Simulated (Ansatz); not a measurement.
```xyz
11

C    -1.097    1.478    0.804
Al    0.349    0.196    1.105
Si    0.912   -1.409   -0.703
O     0.695   -0.784   -2.212
F    -0.065   -2.680   -0.509
H    -1.430    1.965    1.723
H    -1.966    1.012    0.329
H    -0.756    2.267    0.123
H     1.171    0.199    2.469
H     2.293   -1.958   -0.751
H    -0.105   -0.284   -2.377
```

The species carries charge 0 and has multiplicity 1.

Problem. List the B3LYP/def2-TZVPP orbital energies in eV (Ansatz 0.2.0). (An estimate is asked.)

Solution. Computed: Occupied: -1799.87, -1524.43, -671.10, -520.77, -276.34, -144.23, -112.43, -99.60, -99.55, -99.50, -73.19, -72.96, -72.94, -32.02, -27.62, -18.81, -15.63, -13.70, -12.10, -12.08, -11.33, -11.13, -11.07, -10.45, -10.09, -9.50, -8.18, -7.02. Lowest empty: -2.12, -0.60, 0.37, 1.09, 1.09, 1.36, 2.28, 2.65.

B3LYP here is the variant with VWN-RPA as its local correlation; programs differ in this.
